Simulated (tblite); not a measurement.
`C=C1CC=N[SiH2]1`. Structure optimised with GFN2-xTB, isolated species.

```
atom  x, y, z in Å
C1     1.7645    0.8574   -0.2758
C2     0.5643    0.3369   -0.0807
C3     0.2655   -1.1354   -0.2118
C4    -1.1943   -1.3160    0.0849
N5    -1.9407   -0.3453    0.3791
Si6   -1.0708    1.1753    0.3921
H7     1.9432    1.9142   -0.1734
H8     2.6223    0.2568   -0.5452
H9     0.8575   -1.7345    0.4867
H10    0.4834   -1.5075   -1.2175
H11   -1.6105   -2.3196    0.0415
H12   -1.0836    1.7500    1.7330
H13   -1.6051    2.0681   -0.6306
```

What is the longest distance between nuclei?

H7···H11, 5.53 Å; the next longest distance is 4.99 Å.

What is the repulsion energy of the bare nuclei, Σ ZA·ZB/RAB?

275.93 Eh over 78 pairs, with full nuclear charges and distances in bohr; the largest single term is 29.60 Eh (N5 with Si6).

Work out the bond lengths C2–C3, C2–Si6, C3–C4, C3–H10, C4=N5, N5–Si6, Si6–H12 in Å.

For C2–C3 the difference vector is (-0.2988, -1.4723, -0.1311) Å, of length 1.5080 Å. C2–C3 1.508; C2–Si6 1.897; C3–C4 1.501; C3–H10 1.094; C4=N5 1.259; N5–Si6 1.752; Si6–H12 1.459 Å.

Where is the centre of mass (commonest isotopes), and what is the radius of gyration?

Mass 97.035 u; centre at (-0.399, 0.138, 0.105) Å; Rg = √(Σ m r²/M) = 1.655 Å. As Ia + Ib + Ic = 2 Σ m r², the three principal moments sum to 531.6 u·Å².

How far are the heavy atoms from their best plane (unweighted least squares)?

0.000 Å rms; none is more than 0.001 Å off.

How far apart are these pairs, which share no bond: C1···H13, C3···N5, C3···H7, C3···H8, H7···H9?

C1···H13 3.598 Å (3 bonds apart); C3···N5 2.417 Å (2 bonds apart); C3···H7 3.481 Å (3 bonds apart); C3···H8 2.758 Å (3 bonds apart); H7···H9 3.864 Å (4 bonds apart).

What are the angles C1–C2–C3, C4–C3–H10, N5–Si6–H13, N5–Si6–H12?

From the scalar product of the two bond vectors; for C1–C2–C3 it is -1.0994 Å² over 1.3227 × 1.5080 Å², cos θ = -0.5512. C1–C2–C3 123.4°; C4–C3–H10 109.5°; N5–Si6–H13 110.1°; N5–Si6–H12 110.1°.

Give the dihedral angles H10–C3–C4–N5, C2–C3–C4–H11, C3–C4–N5–Si6, C3–C2–Si6–N5.

H10–C3–C4–N5 -122° (anticlinal); C2–C3–C4–H11 180° (antiperiplanar); C3–C4–N5–Si6 0° (synperiplanar); C3–C2–Si6–N5 0° (synperiplanar). Dihedral signs follow IUPAC: positive where, seen along the central bond, the front bond turns clockwise onto the rear one.

Write the matrix of distances between heavy atoms (Å, lower triangle).

```
C1    0.000
C2    1.323  0.000
C3    2.494  1.508  0.000
C4    3.689  2.419  1.501  0.000
N5    3.950  2.637  2.417  1.259  0.000
Si6   2.930  1.897  2.737  2.513  1.752  0.000
```

The point group is Cs within 0.08 Å; differences among equivalent distances and angles are scatter left by the optimiser. Its GFN2-xTB frequencies are all real (lowest 72 cm⁻¹).

The numbers are calculated, not measured.
